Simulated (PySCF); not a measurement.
CH$_{6}$GeO$_{2}$ (SMILES [CH3][GeH]([OH])[OH]), singlet, at a GFN2-xTB geometry. Base run: HF/6-31G, polarisability in PySCF.

The PySCF input:
```python
from pyscf import gto, scf
from pyscf.prop import polarizability

mol = gto.M(
    atom='''
Ge   -0.05821140   -0.06444791    0.26411630
C     1.83662200   -0.34964103   -0.20976169
O    -1.16455684   -0.87343403   -0.84128046
O    -0.45218636    1.60672783    0.01682251
H    -0.45005586   -0.45007035    1.67961215
H     1.96753844   -0.20065397   -1.27837521
H     2.45787667    0.36794835    0.31451280
H     2.17277304   -1.34941884    0.04892178
H    -1.09207536   -1.82024130   -0.92120266
H    -1.27907838    1.74626505   -0.44095677
''',
    basis='6-31g',
    verbose=3,
)

mf = scf.RHF(mol)
mf.kernel()
alpha = mf.Polarizability().polarizability()[2, 2]
print('alpha_zz =', alpha)
```

The base run was repeated with changes; each row names its change, and settings that it needs were set with it.

```json
[
 {"change": "base", "alpha_zz (bohr³)": "33.03", "basis functions": "66", "core-seconds (rough)": "3"},
 {"change": "basis = 6-31G*", "alpha_zz (bohr³)": "34.58", "basis functions": "86", "core-seconds (rough)": "4"},
 {"change": "basis = STO-3G", "alpha_zz (bohr³)": "17.43", "basis functions": "39", "core-seconds (rough)": "0.7"},
 {"change": "basis = cc-pVDZ", "alpha_zz (bohr³)": "…", "basis functions": "…", "core-seconds (rough)": "7"},
 {"change": "finite field (a.u.) = 0.001; conv_tol = 1e-11", "alpha_zz (bohr³)": "33.03", "basis functions": "66", "core-seconds (rough)": "2"},
 {"change": "finite field (a.u.) = 0.05; conv_tol = 1e-11", "alpha_zz (bohr³)": "33.22", "basis functions": "66", "core-seconds (rough)": "3"},
 {"change": "finite field (a.u.) = 0.02; conv_tol = 1e-11", "alpha_zz (bohr³)": "33.06", "basis functions": "66", "core-seconds (rough)": "2"},
 {"change": "finite field (a.u.) = 0.005; conv_tol = 1e-11", "alpha_zz (bohr³)": "33.03", "basis functions": "66", "core-seconds (rough)": "2"},
 {"change": "functional = camb3lyp", "alpha_zz (bohr³)": "35.22", "basis functions": "66", "core-seconds (rough)": "40"},
 {"change": "functional = pbe", "alpha_zz (bohr³)": "37.04", "basis functions": "66", "core-seconds (rough)": "10"},
 {"change": "functional = pbe0", "alpha_zz (bohr³)": "…", "basis functions": "66", "core-seconds (rough)": "10"},
 {"change": "finite field (a.u.) = 2e-4; conv_tol = 1e-11", "alpha_zz (bohr³)": "33.03", "basis functions": "66", "core-seconds (rough)": "2"}
]
```

Task: Fill in the missing entries.

Result: 
- basis = cc-pVDZ, alpha_zz (bohr³): 35.96
- basis = cc-pVDZ, basis functions: 99
- functional = pbe0, alpha_zz (bohr³): 35.59

Finite-field rows take the second difference of the energy in a field along z; a small field with loose convergence shows SCF noise divided by the square of the field, and a large one adds hyperpolarisability.
